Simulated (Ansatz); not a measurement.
Ansatz (an electronic-structure program) input (wB97M-V/def2-TZVPD):

Ansatz 0.2 input:
```yaml
crystal:
  periodic: [false, false, false]
  atoms:
    - {symbol: B, position_ang: [-0.92994411, 0.36245407, -0.52356380]}
    - {symbol: F, position_ang: [-2.19740190, 0.25216418, -0.29244463]}
    - {symbol: B, position_ang: [0.54962741, -0.07742270, 0.09558151]}
    - {symbol: F, position_ang: [1.17597794, -1.16277611, -0.34738303]}
    - {symbol: F, position_ang: [1.23271102, 0.75226117, 0.87759560]}
basis:
  gaussian:
    orbitals: def2-TZVPD
hamiltonian:
  xc: {name: wB97M-V}
magnetization: {spin_polarized: true, initial_magnetization: 1}
output: {forces: true}
```

End of the output:

```
integrals: 0.12 GiB planned
921 factors; their error is unknown
integrals: 0.15 GiB planned
278 factors; integrals over basis functions are off by at most 2.2e-5 eV
mean field: 1.45 GiB planned
mean field evaluation 1: about -9504.2116 eV, gradient 3.1e1 eV
mean field evaluation 2: about -9503.8799 eV, gradient 3.7e1 eV
mean field evaluation 4: about -9507.1834 eV, gradient 1.2e0 eV
mean field evaluation 8: about -9507.1948 eV, gradient 6.1e-2 eV
mean field evaluation 16: about -9507.2078 eV, gradient 2.2e-4 eV
mean field -9507.20784289 eV, -349.3834440093 hartree, gradient 4.2e-5 eV, S^2 0.752628; 1 other end points of the search recorded, 0 dependent functions left out
the calculation of the forces begins
reference -9507.20791385 eV, -349.3834466169 hartree; 19, 18 occupied and 175, 176 virtual orbitals, 921 factors
Total energy: -9507.20791385 eV, -349.3834466169 hartree
Atom 0 at    -0.929944     0.362454    -0.523564 Å, force    -0.008096    -0.029509     0.046507 eV/Å
Atom 1 at    -2.197402     0.252164    -0.292445 Å, force     0.001172     0.015705    -0.024606 eV/Å
Atom 2 at     0.549627    -0.077423     0.095582 Å, force     0.000161     0.020773    -0.032482 eV/Å
Atom 3 at     1.175978    -1.162776    -0.347383 Å, force     0.003381    -0.003511     0.005274 eV/Å
Atom 4 at     1.232711     0.752261     0.877596 Å, force     0.003383    -0.003458     0.005307 eV/Å
Dipole moment:    -0.245207     0.020786    -0.021139 e Å
```

It need not be the lowest isomer of its formula.
